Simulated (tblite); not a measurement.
C₃H₁₃BrOSi₃.
Atom-mapped SMILES: `[CH3:1][CH2:2][C@@H:3]([Br:4])[SiH2:5][SiH2:6][O:7][SiH3:8]` (hydrogens: H9, H10, H11 on C1; H12, H13 on C2; H14 on C3; H15, H16 on Si5; H17, H18 on Si6; H19, H20, H21 on Si8)

Computed with GFN2-xTB (tblite), gas phase: L-BFGS steps from a force-field or distance-geometry start until the largest atomic force falls under 0.01 eV/Å.

Geometry at step 58:
```
atom  x, y, z in Å
C1     -4.0116   -0.2885    0.2985
C2     -2.6889    0.4527    0.5407
C3     -1.4731   -0.2741    0.0097
Br4    -1.5676   -0.4318   -1.9542
Si5     0.2088    0.5645    0.3973
Si6     1.8627   -0.9143   -0.2287
O7      3.2097   -0.0651    0.0605
Si8     4.7346    0.4686   -0.0408
H9     -4.6784   -0.2324    1.1591
H10    -3.8390   -1.3459    0.0953
H11    -4.5232    0.1346   -0.5641
H12    -2.7466    1.4456    0.0928
H13    -2.5138    0.6130    1.6068
H14    -1.4842   -1.3104    0.3505
H15     0.1693    1.8804   -0.2866
H16     0.1523    0.9344    1.8334
H17     1.9389   -2.1194    0.6012
H18     1.9018   -1.3085   -1.6358
H19     4.6998    1.6356   -0.9174
H20     5.0727    0.7723    1.3460
H21     5.5668   -0.5944   -0.6101
```

Q: What forces act on the atoms?

A: 
```tsv
atom	Fx (eV/Å)	Fy (eV/Å)	Fz (eV/Å)
C1	-0.001	-0.043	-0.026
C2	-0.092	0.037	0.014
C3	-0.030	0.041	0.046
Br4	-0.036	0.025	-0.017
Si5	0.073	0.201	-0.013
Si6	-0.057	0.180	-0.015
O7	0.070	0.012	0.015
Si8	0.027	-0.088	-0.016
H9	0.092	0.128	-0.073
H10	0.044	0.056	0.031
H11	-0.008	-0.083	0.032
H12	0.047	0.034	-0.041
H13	-0.065	-0.134	0.076
H14	-0.013	-0.032	0.032
H15	-0.036	-0.189	0.029
H16	-0.032	-0.081	-0.094
H17	0.024	-0.093	0.029
H18	-0.012	-0.060	-0.063
H19	-0.004	0.019	0.022
H20	0.044	0.025	-0.016
H21	-0.034	0.047	0.049
```

The largest, 0.21 eV/Å, acts on Si5; the rms over all components is 0.066 eV/Å. The forces sum to zero within rounding, as they must for an isolated molecule in no field.

Q: Give the force on Si5 in Eh/bohr and in nN.

A: 0.214 eV/Å ÷ 51.422 = 0.00417 Eh/bohr, and 0.214 eV/Å × 1.602 = 0.34 nN.

Q: How far is this geometry from the end of the optimisation?

A: 0.107 eV above it, and 0.300 Å rms away after alignment. The bonds farthest from their final lengths, with half the difference of the two atoms' forces along the bond (positive lengthens):

| bond | now (Å) | final (Å) | force along bond (eV/Å) |
| --- | --- | --- | --- |
| C1–C2 | 1.535 | 1.524 | -0.02 |
| Si5–H15 | 1.484 | 1.473 | -0.18 |
| Si5–H16 | 1.484 | 1.478 | -0.07 |
| Si6–H17 | 1.465 | 1.471 | +0.13 |
| Si8–H21 | 1.465 | 1.461 | -0.08 |
| Si6–H18 | 1.462 | 1.466 | +0.06 |

The angle farthest from its final value is C3–Si5–Si6, 107.1° against 109.7°.

Of the 2 listed bonds off by 0.010 Å or more, this force points towards the final length in 2.

What follows is the cost of the whole relaxation. On one thread, Intel Xeon at 2.50 GHz (x86_64), shared host with 64 logical CPUs at a one-minute load of 64, this took 16 s wall, 7.0 s CPU.
